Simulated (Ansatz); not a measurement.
A run for Ansatz (a first-principles code): R-CAM-B3LYP/def2-TZVPPD on GaH3O (SMILES [OH][GaH2]). Files ending in .json are basis or fitting sets from the Basis Set Exchange.

Ansatz 0.2 input:
```yaml
crystal:
  periodic: [false, false, false]
  atoms:
    - {symbol: O, position_ang: [-0.02702293, 1.19407047, 1.18962619]}
    - {symbol: Ga, position_ang: [-0.08437439, -0.03814934, -0.09935988]}
    - {symbol: H, position_ang: [0.01076232, 0.80999475, 2.08896919]}
    - {symbol: H, position_ang: [-0.14647985, 0.52257131, -1.55496223]}
    - {symbol: H, position_ang: [-0.06849732, -1.55463567, 0.31431137]}
basis:
  gaussian:
    orbitals: def2-TZVPPD.json
hamiltonian:
  xc: {name: CAM-B3LYP}
scf: {lower_state_search: off}
```

Output:

```
WARN ansatz: RAYON_NUM_THREADS=1 ignored (pool sized by the plan → 1); use --threads N
Functional definition: CAM-B3LYP
these checks for a lower state are left out or cut short: stability, starts, cluster_reference, orbital_swaps, neighbouring_geometries, increment
integrals: 0.06 GiB planned
771 factors; their error is unknown
integrals: 0.10 GiB planned
228 factors; integrals over basis functions are off by at most 1.5e-4 eV
mean field: 0.61 GiB planned
mean field evaluation 1: about -54472.1268 eV, gradient 6.1e1 eV
mean field evaluation 2: about -54457.3693 eV, gradient 1.1e2 eV
mean field evaluation 4: about -54477.7511 eV, gradient 4.5e0 eV
mean field evaluation 8: about -54477.8958 eV, gradient 2.5e-2 eV
mean field -54477.89581701 eV, -2002.0257448310 hartree, gradient 9.3e-6 eV, S^2 0.000000; 0 other end points of the search recorded, 0 dependent functions left out
reference -54477.89593532 eV, -2002.0257491790 hartree; 21, 21 occupied and 124, 124 virtual orbitals, 771 factors
Total energy: -54477.89593532 eV, -2002.0257491790 hartree
Checks for a lower state left out: stability, starts, cluster_reference, orbital_swaps, neighbouring_geometries, increment
```

The calculation finished and met its thresholds.

Cost: very roughly 3 core-seconds.
